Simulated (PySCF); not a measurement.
Isomers of C9H10O, from PBE0-D3(BJ)/def2-SVP geometry optimisation, gas phase (PySCF). One conformer each, no zero-point energy, no frequencies.

Task: Which isomer lies lowest at this level?
A. `[CH3:1][O:2]/[CH:3]=[CH:4]/[c:5]1[cH:6][cH:7][cH:8][cH:9][cH:10]1` with C1–O2–C3–C4 0°, C3–C4–C5–C6 3°: A = 4341, B = 620.9, C = 545.2 MHz, dipole 1.35 D
B. `[CH3:1][O:2][C@:3]12[C@H:4]3[C@@H:5]4[C@@H:6]5[C@H:7]3[C@H:8]1[C@@H:9]5[C@H:10]24` with C1–O2–C3–C4 180°: A = 3111, B = 1321, C = 1291 MHz, dipole 1.12 D
C. `[CH2:1]=[CH:2][CH2:3][O:4][c:5]1[cH:6][cH:7][cH:8][cH:9][cH:10]1` with C1–C2–C3–O4 128°, C2–C3–O4–C5 79°, C3–O4–C5–C6 2°: A = 3534, B = 725.0, C = 650.4 MHz, dipole 1.31 D
D. `[CH2:1]=[CH:2][c:3]1[cH:4][cH:5][c:6]([CH2:7][OH:8])[cH:9][cH:10]1` with C1–C2–C3–C4 178°, C5–C6–C7–O8 -26°, C6–C7–O8–H -59°: A = 4466, B = 674.9, C = 593.9 MHz, dipole 1.25 D
E. `[CH3:1][CH2:2][C:3](=[O:4])[c:5]1[cH:6][cH:7][cH:8][cH:9][cH:10]1` with C1–C2–C3–O4 -1°, C2–C3–C5–C6 1°: A = 3466, B = 797.6, C = 653.6 MHz, dipole 2.79 D

Result: E. That is propiophenone, `CCC(=O)c1ccccc1`, 21.8 kcal/mol below the next.

```csv
SMILES,mapped SMILES,E (Eh),relative (kcal/mol),relative (kJ/mol),dipole (D)
CCC(=O)c1ccccc1,[CH3:1][CH2:2][C:3](=[O:4])[c:5]1[cH:6][cH:7][cH:8][cH:9][cH:10]1,-423.42497,0.0,0.0,2.79
C=Cc1ccc(CO)cc1,[CH2:1]=[CH:2][c:3]1[cH:4][cH:5][c:6]([CH2:7][OH:8])[cH:9][cH:10]1,-423.39018,21.8,91.4,1.25
CO/C=C/c1ccccc1,[CH3:1][O:2]/[CH:3]=[CH:4]/[c:5]1[cH:6][cH:7][cH:8][cH:9][cH:10]1,-423.38604,24.4,102.2,1.35
C=CCOc1ccccc1,[CH2:1]=[CH:2][CH2:3][O:4][c:5]1[cH:6][cH:7][cH:8][cH:9][cH:10]1,-423.37576,30.9,129.2,1.31
CO[C@]12[C@H]3[C@@H]4C5[C@H]3[C@H]1[C@@H]5[C@@H]42,[CH3:1][O:2][C@:3]12[C@H:4]3[C@@H:5]4[C@@H:6]5[C@H:7]3[C@H:8]1[C@@H:9]5[C@H:10]24,-423.23018,122.2,511.4,1.12
```

As drawn, the lowest has an aromatic ring and a C=O bond, which the highest lacks; the highest has a four-membered ring, which the lowest lacks.
